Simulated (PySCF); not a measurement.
Isomers of C5H6O3Si, one GFN2-xTB conformer each. Single-point energies are computed at PBE0/pcSseg-1 (PySCF, gas phase, no added dispersion term), electronic only.

```
                 SMILES  GFN2-xTB relative energy (kJ/mol)
  O=C(O)c1coc([SiH3])c1                               87.9
O=C1C=C(O[SiH3])C(=O)C1                                0.0
```

Conformers: `[O:1]=[C:2]([OH:3])[c:4]1[cH:5][o:6][c:7]([SiH3:8])[cH:9]1` with O1–C2–O3–H 0°, O1–C2–C4–C5 180°; `[O:1]=[C:2]1[CH:3]=[C:4]([O:5][SiH3:6])[C:7](=[O:8])[CH2:9]1` with C3–C4–O5–Si6 180°.

**Question.** What does PBE0/pcSseg-1 give for the same structures?

**Answer.** 
| SMILES | PBE0/pcSseg-1 E (Eh) | PBE0/pcSseg-1 (kJ/mol) | GFN2-xTB (kJ/mol) | point group |
| --- | --- | --- | --- | --- |
| O=C1C=C(O[SiH3])C(=O)C1 | -708.67286 | 0.0 | 0.0 | Cs |
| O=C(O)c1coc([SiH3])c1 | -708.66215 | 28.1 | 87.9 | Cs |

Both levels put the same isomer lowest. As drawn, the lower has an Si–O bond and a C=C bond outside aromatic rings, which the higher lacks; the higher has an aromatic ring, an O–H bond and a C(=O)–O unit, which the lower lacks.

**Question.** Which frontier levels, dipoles and rotational constants go with these structures?

**Answer.** 
```tsv
SMILES	HOMO (eV, PBE0/pcSseg-1)	LUMO (eV)	dipole (D)	A, B, C (MHz)
O=C1C=C(O[SiH3])C(=O)C1	-7.62	-2.70	1.92	3765, 875.9, 719.8
O=C(O)c1coc([SiH3])c1	-7.21	-1.06	1.54	4232, 693.6, 600.1
```
